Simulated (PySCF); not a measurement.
TDDFT excited states: Cl3H4NSiZr

Compound: (Cl)3Zr-NH-SiH3 (singlet state).
Geometry (PBE0-D3(BJ)/def2-SVP, Å), atoms numbered from 1 in this order:
```xyz
10
Cl3H4NSiZr angstrom
Zr     1.120    0.790    0.890
Cl     2.945   -0.212   -0.181
Cl     1.410    3.089    1.208
Cl     0.720   -0.377    2.881
N     -0.471    0.570   -0.293
Si    -1.050   -0.991   -0.861
H     -0.981    1.386   -0.636
H     -0.930   -1.114   -2.344
H     -0.169   -1.999   -0.199
H     -2.470   -1.219   -0.460
```

Computed with PySCF 2.14.0, density-fitted response routines, TDDFT wB97X-D/def2-SVPD, vertical, gas phase, core orbitals frozen in the response, def2 core potentials past Kr. Spin–orbit coupling is left out.

```csv
state,E (eV),λ (nm),f,"main configurations (H = HOMO, L = LUMO)"
S1,4.96,250.1,0.0017,H→L (92%)
S2,5.50,225.5,0.027,H→L+1 (93%)
S3,5.70,217.5,0.0014,H→L+2 (90%)
S4,6.02,206.0,0.012,H-1→L (84%)
S5,6.15,201.7,0.0070,"H-2→L (78%), H-1→L+1 (10%)"
S6,6.24,198.7,0.015,"H-1→L+1 (75%), H-2→L (10%), H-4→L (8%)"
S7,6.30,196.9,0.0013,"H-3→L (68%), H-2→L+1 (17%)"
S8,6.43,192.7,0.0057,"H-4→L (48%), H-3→L+1 (39%)"
S9,6.47,191.7,0.024,"H→L+4 (44%), H→L+3 (23%), H-4→L+1 (16%)"
S10,6.49,191.2,0.078,"H→L+3 (57%), H→L+4 (14%), H-4→L+1 (10%)"
```

Triplets (Tamm–Dancoff): T1 4.86 eV, H→L (92%); T2 5.03 eV, H→L+1 (77%), H→L+3 (16%); T3 5.61 eV, H→L+2 (83%); T4 5.75 eV, H-1→L (80%).

The lowest singlet comes at 250 nm (478 kJ/mol) in the ultraviolet; it is very weak; its leading configuration is HOMO→LUMO (92%). The strongest level in the table is S10 at 6.49 eV (191 nm, f = 0.078). It is the last of those listed, so stronger ones may follow. For S1 the Löwdin share of zirconium is at most 9% in HOMO and 70% in LUMO (ligand-to-metal charge transfer by this measure). Orbital energies (eV): HOMO-3 -11.56, HOMO-2 -11.39, HOMO-1 -11.22, HOMO -10.33, LUMO -0.56, LUMO+1 -0.32, LUMO+2 0.06. Of the 10 states listed, 5 reach f = 0.01 and none stays under 0.0005. Weighted by f, the mean energy of these states is 6.23 eV. All these states lie below the vertical ionisation energy of 10.30 eV (ΔSCF). Singlets were solved by full linear response, triplets in the Tamm–Dancoff approximation.
